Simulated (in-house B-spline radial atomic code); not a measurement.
Configurations of Sb5+, with energies counted from [Kr] 4d10. Method: Dirac-Hartree-Fock, average of configuration, Fermi nucleus of rms radius 4.6802 fm. Calculated with a radial B-spline atomic code at the basis-set limit. Energies include first-order Breit, QED and recoil terms.

Occupations are held fixed; configurations that lie above the ionisation limit could autoionise.

| configuration | E - E(ref) (eV) | highest orbital | its <r> (bohr) |
| --- | --- | --- | --- |
| [Kr] 4d9 8p1 | 84.998 | 8p3/2 | 9.041 |
| [Kr] 4d9 7g1 | 88.391 | 7g7/2 | 10.52 |
| [Ar] 3d10 4s2 4p5 4d10 6s1 | 142.42 | 6s1/2 | 3.552 |
| [Ar] 3d10 4s2 4p5 4d10 6d1 | 153.83 | 6d5/2 | 4.777 |
| [Ar] 3d10 4s2 4p5 4d10 7f1 | 165.99 | 7f7/2 | 9.576 |
| [Ar] 3d9 4s2 4p6 4d10 4f1 | 564.08 | 4f5/2 | 1.926 |
| [Ar] 3d9 4s2 4p6 4d10 6s1 | 565.63 | 6s1/2 | 3.533 |
| [Ar] 3d9 4s2 4p6 4d10 6p1 | 570.24 | 6p3/2 | 3.933 |
| [Ar] 3d9 4s2 4p6 4d10 5f1 | 577.25 | 5f7/2 | 3.98 |
| [Ar] 3d9 4s2 4p6 4d10 7s1 | 579.11 | 7s1/2 | 5.67 |
| [Ar] 3d9 4s2 4p6 4d10 8p1 | 587.39 | 8p3/2 | 8.996 |
| [Ar] 3d9 4s2 4p6 4d10 8g1 | 593.2 | 8g7/2 | 14.26 |

(1) Order these further configurations by energy, lowest first.
A. [Kr] 4d9 7f1
B. [Kr] 4d9 8g1
C. [Kr] 4d9 5f1
D. [Kr] 4d9 6s1
E. [Ar] 3d9 4s2 4p6 4d10 7g1

(2) How far above the reference does [Kr] 4d9 5s1 lie?

(3) How far above the reference does [Ar] 3d10 4s2 4p5 4d10 5d1 lie?

(4) How far above the reference does [Kr] 4d9 7s1 lie?

(5) One of these lies 62.21 eV from the reference. Which?
A. [Ar] 3d9 4s2 4p6 4d10 7f1
B. [Kr] 4d9 6f1
C. [Kr] 4d9 6g1
D. [Kr] 4d9 4f1

Results:

(1) D (63.422 eV), C (75.147 eV), A (86.991 eV), B (90.742 eV), E (590.85 eV).

(2) 30.945 eV; its least bound orbital is 5s1/2 with <r> = 1.888 bohr.

(3) 137.7 eV; its least bound orbital is 5d5/2 with <r> = 2.704 bohr.

(4) 76.772 eV; its least bound orbital is 7s1/2 with <r> = 5.702 bohr.

(5) D.
